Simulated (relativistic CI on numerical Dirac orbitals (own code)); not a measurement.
Ligand-field terms of d5

Computed with a parametric ligand-field model of a d^n configuration (Racah B and C, spin-orbit zeta, crystal field), exact diagonalisation.

Field parameters in Wybourne normalisation: Oh B⁴₀ = 21Dq, B⁴₄ = √(5/14) B⁴₀; Td as Oh with Dq negative (B⁴₀ = 21Dq, B⁴₄ = √(5/14) B⁴₀). The field is a parameter set, without covalency.

**Question.** A d5 ion in Oh symmetry has the ground term 2T2 and bands at 4T1 10082 cm⁻¹ (992 nm), 6A1 10958 cm⁻¹ (913 nm), 4T2 14366 cm⁻¹ (696 nm), 2A2 19410 cm⁻¹ (515 nm), 2T1 19604 cm⁻¹ (510 nm), 2T2 21131 cm⁻¹ (473 nm), 2E 22553 cm⁻¹ (443 nm). Which parameters reproduce them?

**Answer.** B = 580, C = 2710, ζ = 0 cm⁻¹, Oh, 10Dq = 22600 cm⁻¹.

**Question.** Ground term and bands for B = 1040, C = 5150, ζ = 0 cm⁻¹, Oh, 10Dq = 19600 cm⁻¹?

**Answer.** Ground term 6A1 with 2.00 electrons in the two orbitals of the cubic e set. Spin-allowed: none. Lowest spin-forbidden: 4T1 20615 cm⁻¹ (485 nm), 2T2 23437 cm⁻¹ (427 nm), 4T2 27151 cm⁻¹ (368 nm). A high-spin d5 ion has no spin-allowed d-d band, hence its pale colour.

**Question.** Ground term and bands for B = 910, C = 4640, ζ = 0 cm⁻¹, Oh, 10Dq = 5450 cm⁻¹?

**Answer.** Ground term 6A1 with 2.00 electrons in the two orbitals of the cubic e set. Spin-allowed: none. Lowest spin-forbidden: 4T1 29500 cm⁻¹ (339 nm), 4T2 31611 cm⁻¹ (316 nm), 4A1+E 32300 cm⁻¹ (310 nm). A high-spin d5 ion has no spin-allowed d-d band, hence its pale colour.

**Question.** Ground term and bands for B = 750, C = 3760, ζ = 0 cm⁻¹, Td, 10Dq = -5400 cm⁻¹?

**Answer.** Ground term 6A1 with 2.00 electrons in the two orbitals of the cubic e set. Spin-allowed: none. Lowest spin-forbidden: 4T1 23212 cm⁻¹ (431 nm), 4T2 25447 cm⁻¹ (393 nm), 4A1+E 26300 cm⁻¹ (380 nm). A high-spin d5 ion has no spin-allowed d-d band, hence its pale colour.

**Question.** Ground term and bands for B = 480, C = 1900, ζ = 0 cm⁻¹, Oh, 10Dq = 8850 cm⁻¹?

**Answer.** Ground term 6A1 with 2.00 electrons in the two orbitals of the cubic e set. Spin-allowed: none. Lowest spin-forbidden: 2T2 6727 cm⁻¹ (1486 nm), 4T1 6933 cm⁻¹ (1442 nm), 4T2 10058 cm⁻¹ (994 nm). A high-spin d5 ion has no spin-allowed d-d band, hence its pale colour.
